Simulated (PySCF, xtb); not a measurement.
Al(All)(H)2 (C₃H₇Al), SMILES C=C[CH2][AlH2]. The values are those of a single conformer.

Harmonic wavenumbers (cm⁻¹) from GFN2-xTB run with xtb 6.7.1 at its own minimum, in rising order: 70, 91, 163, 367, 410, 500, 538, 655, 662, 770, 854, 939, 992, 1000, 1056, 1158, 1290, 1397, 1430, 1664, 1768, 1777, 2891, 2929, 3016, 3076, 3121.

What does B3LYP-D3(BJ)/def2-SVP (PySCF) give at its own minimum? (Estimate from the structure and the level; the computed values follow.)

125, 323, 367, 427, 463, 534, 565, 705, 748, 763, 871, 925, 949, 1004, 1047, 1200, 1300, 1411, 1455, 1613, 1942, 1951, 3097, 3130, 3137, 3197, 3241. Paired by order, the mean absolute difference is 80 cm⁻¹ and the zero-point energies are 49.4 and 52.2 kcal/mol.
